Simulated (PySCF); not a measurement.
Job for PySCF: R-MP2/6-31G* on germylsilane (SMILES [SiH3][GeH3]).

```python
from pyscf import gto, scf, dft, mp
from pyscf.data.elements import chemcore

mol = gto.M(
    atom='''
    Si    0.66080176    1.33791132    0.64120448
    Ge   -0.36327853   -0.80312333    0.37042253
    H     0.10281531    2.03573018    1.82168199
    H     0.41364779    2.16509865   -0.56402167
    H     2.12381500    1.18202262    0.82137389
    H     0.11555655   -1.79325123    1.44607971
    H    -0.01901249   -1.39424524   -1.00953434
    H    -1.89585503   -0.69020458    0.47132665
    ''',
    basis='6-31g*',
    cart=True,
    charge=0, spin=0, verbose=3, max_memory=1800)
mf = scf.RHF(mol)
mf.conv_tol = 1e-8
mf.max_cycle = 100
mf.kernel()
if not mf.converged:
    mf = mf.newton().run(mf.mo_coeff, mf.mo_occ)
pt = mp.MP2(mf, frozen=chemcore(mol)).run()
```

It printed:

```
converged SCF energy = -2367.46751753476
E(RMP2) = -2367.80280418415  E_corr = -0.335286649384198
E(SCS-RMP2) = -2367.79244509302  E_corr = -0.324927558260758
```

The run converged.

Cost: roughly 1.3 core-seconds.
